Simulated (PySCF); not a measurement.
Correlation energy of Tm⁵⁷⁺ (thulium, charge +57)

[Ne] 3s2, closed-shell 1S. All numbers are calculated (PySCF 2.14, scalar relativity by spin-free X2C-1e, in an uncontracted even-tempered set (17 s from 15 bohr⁻², ratio 2.5; 12 p from 20 bohr⁻², ratio 2.5; 4 d from 72 bohr⁻², ratio 2.7; 4 f from 110 bohr⁻², ratio 2.7)). Frozen: 1s2; 10 electrons correlated; the 20 highest virtual orbitals of each spin left out.

```
  level  correlation energy (mhartree)
   CCSD                        -493.82
    (T)                          -0.44
CCSD(T)                        -494.26
```

Diagnostics: T1 = 0.00012, D1 = 0.0004, largest double amplitude 0.037.

**Question.** Is a single reference adequate?

**Answer.** Yes, within this model without spin-orbit coupling: T1 lies below 0.03 and no double amplitude reaches 0.07.

At this charge the one-electron X2C treatment keeps the bare 1/r₁₂, with no two-electron picture change or Breit term. The effect here is smaller than on the frozen 1s shell; and a scalar Hamiltonian misses the large spin-orbit splitting of the p shells, which matters for ns² → np² pairs.
